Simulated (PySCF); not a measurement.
This PySCF input asks for the NMR shieldings of SMILES C/C(=C/CF)CC(F)(F)F, C6H8F4; the geometry comes from PBE0-D3(BJ)/def2-SVP.

```python
import basis_set_exchange as bse
import numpy as np
from pyscf import gto, dft
from pyscf.prop import nmr

atoms = """
C    -0.172998    2.053366   -0.316312
C     0.216914    0.610429   -0.223556
C     1.401543    0.229562    0.276956
C     1.905892   -1.175258    0.415480
F     1.728465   -1.916376   -0.736684
C    -0.808007   -0.383613   -0.712787
C    -1.796478   -0.790477    0.353000
F    -2.471867    0.255644    0.849233
F    -2.697797   -1.647356   -0.133393
F    -1.193922   -1.390842    1.386417
H    -1.113181    2.235694    0.227755
H     0.603180    2.714007    0.093237
H    -0.354227    2.341071   -1.365820
H     2.078867    1.014105    0.631394
H     2.983389   -1.167761    0.644675
H     1.386380   -1.703768    1.233524
H    -1.396347    0.038353   -1.541612
H    -0.329282   -1.302925   -1.071222
"""
names = dict.fromkeys(["C", "F", "H"], "pcSseg-1")
basis = {el: gto.basis.parse(bse.get_basis(n, elements=[el], fmt="nwchem")) for el, n in names.items()}
mol = gto.M(atom=atoms, basis=basis, charge=0, verbose=0)
mf = dft.RKS(mol, xc="PBE0")
mf.grids.level = 2
mf.grids.alignment = dft.numint.BLKSIZE   # the property module wants whole blocks of grid points
mf.conv_tol = 1e-9
mf.kernel()

calc = nmr.RKS(mf)   # GIAO
C = mf.mo_coeff
Co = C[:, mf.mo_occ > 0]
resp = mf.gen_response(singlet=True, hermi=2)
def vind(x):   # induced exchange potential for any number of trial vectors
    d = np.einsum("pi,xij,qj->xpq", C, 2 * x.reshape(-1, C.shape[1], Co.shape[1]), Co, optimize=True)
    return np.einsum("xpq,pi,qj->xij", resp(d - d.transpose(0, 2, 1)), C, Co, optimize=True).ravel()
mo1, _ = nmr.rhf.solve_mo1(calc, with_cphf=vind)
sigma = calc.kernel(mo1)
for i, s in enumerate(sigma):   # ppm
    w = np.linalg.eigvalsh((s + s.T) / 2)
    print("%2d %-2s iso %8.1f  s11 %8.1f  s22 %8.1f  s33 %8.1f" % (i, mol.atom_pure_symbol(i), w.mean(), *w))
```

**Question.** What are the results?

**Answer.** 
```
 0 C  iso    155.9  s11    136.6  s22    146.3  s33    184.7
 1 C  iso     39.0  s11    -79.6  s22     38.3  s33    158.2
 2 C  iso     50.1  s11    -57.3  s22     74.2  s33    133.3
 3 C  iso    103.8  s11     72.7  s22     82.9  s33    155.9
 4 F  iso    424.4  s11    368.7  s22    425.6  s33    478.9
 5 C  iso    146.0  s11    127.8  s22    145.9  s33    164.3
 6 C  iso     52.2  s11     47.8  s22     51.6  s33     57.2
 7 F  iso    258.1  s11    173.4  s22    261.6  s33    339.4
 8 F  iso    248.8  s11    162.5  s22    246.2  s33    337.7
 9 F  iso    259.4  s11    175.7  s22    256.1  s33    346.4
10 H  iso     28.9  s11     24.0  s22     29.6  s33     33.0
11 H  iso     29.5  s11     25.5  s22     28.0  s33     35.0
12 H  iso     29.4  s11     25.9  s22     27.2  s33     35.0
13 H  iso     25.4  s11     23.0  s22     24.3  s33     28.7
14 H  iso     26.5  s11     22.0  s22     26.0  s33     31.4
15 H  iso     25.9  s11     23.3  s22     26.0  s33     28.4
16 H  iso     29.2  s11     26.0  s22     28.6  s33     32.9
17 H  iso     27.4  s11     22.7  s22     27.2  s33     32.4
```

These numbers come from an equivalent density-fitted implementation of the same equations, which agrees with the script to about 0.01 ppm for H and up to a few tenths of a ppm for heavy atoms, so last digits may differ.

**Question.** Turn these shieldings into chemical shifts. Scale: ¹³C (184.41 ppm), ¹H (31.27 ppm) against TMS; CFCl3 for ¹⁹F (177.25 ppm) (reference shieldings calculated alike).

**Answer.** Averaging equivalent atoms: C 1: 145.4; C 2: 134.3; C 6: 132.2; C 3: 80.6; C 5: 38.4; C 0: 28.6; F 7/8/9: -78.2; F 4: -247.1; H 13: 5.91; H 14/15: 5.07; H 16/17: 2.99; H 10/11/12: 2.03 ppm. Unscaled 19F shifts against computed CFCl3 carry errors that often reach 10 to 50 ppm.

Size and cost of the density-fitted run: 210 basis functions, 95 s wall time on 1 thread of an Intel Xeon, shared host; peak memory 0.98 GiB.
